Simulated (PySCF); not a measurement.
C5H4O2.
Cartesian coordinates in Å at the PBE0-D3(BJ)/def2-SVP level; atoms count from 1:
```xyz
11
C5H4O2 angstrom
C      3.155   -0.224   -0.428
C      1.994   -0.326   -0.086
C      0.650   -0.478    0.335
C     -0.357    0.352    0.008
C     -1.715    0.070    0.515
O     -2.018   -0.864    1.215
O     -2.599    0.988    0.102
H      4.180   -0.130   -0.735
H      0.408   -1.336    0.974
H     -0.210    1.230   -0.623
H     -3.457    0.731    0.473
```

Linear response at PBE0/def2-SVPD (PySCF, frozen core in the response, non-relativistic).

Static isotropic polarisability: 73.35 au (10.87 Å³), principal values 40.5, 57.4, 122.1 au.

(1) What is the polarisability at 1064 nm and at the sodium D line?

(2) What is the isotropic C6 coefficient between two such molecules, C6 = (3/π)∫α(iω)² dω?

(3) Which effective excitation energy ω̄ makes London's formula C6 = (3/4)α²ω̄ exact here?

(4) What molar refraction at the D line follows from R = (4π/3)·N_A·α′, with α′ the polarisability volume?

(5) The lowest 6 singlets have (eV, f): 4.40, 0.000; 4.74, 0.000; 4.94, 0.448; 6.36, 0.018; 6.40, 0.000; 7.00, 0.213. What share of the static polarisability do they carry in the sum over states α = Σ f/ω²?

(6) How many electrons N does the Slater–Kirkwood formula C6 = (3/4)·√N·α^(3/2) need to give this C6?

(7) How anisotropic is the static polarisability, by Δα² = ½[(α1 − α2)² + (α2 − α3)² + (α3 − α1)²]?

(8) What n − 1 at the D line would an ideal gas of it have at 273.15 K and 1 atm (2.6868 × 10¹⁹ cm⁻³), by n − 1 = 2π·N·α′?

(9) What three-body coefficient follows from the one-pole estimate C9 = (3/4)·α·C6?

Results:

(1) 74.69 au at 1064 nm (+1.8 %), 78.17 au at 589.3 nm (+6.6 %). The rise at 589.3 nm is 3.61 times that at 1064 nm; a pure ω² law gives 3.26. The lowest singlet lies at 282 nm, shorter than both wavelengths.

(2) 1850 au (Eh·bohr⁶) by a ten-point quadrature over imaginary frequencies, which is 1110 eV·Å⁶ or 107 J·nm⁶/mol.

(3) ω̄ = 4·C6/(3α²) = 0.458 Eh = 12.5 eV. A one-pole form α(ω) = α/(1 − ω²/ω̄²) fitted to the 1064 nm value gives 8.7 eV.

(4) α′ = 11.58 Å³ gives R = 29.22 cm³/mol, for isolated, non-vibrating species.

(5) 17.10 au, 23.3 % of α; the largest term, 13.56 au, is that of the state at 4.94 eV. Their oscillator strengths add up to 0.68. Higher states carry the rest.

(6) N = (4·C6/3)²/α³ = 15.4; the species has 50 electrons in all.

(7) Δα = 74.6 au, or 1.02 of the isotropic value.

(8) 19.55 × 10⁻⁴, a formal value whether or not that pressure can be reached.

(9) 102000 au. This is an estimate from the two numbers above, not a computed integral.

One conformer stands for the species.
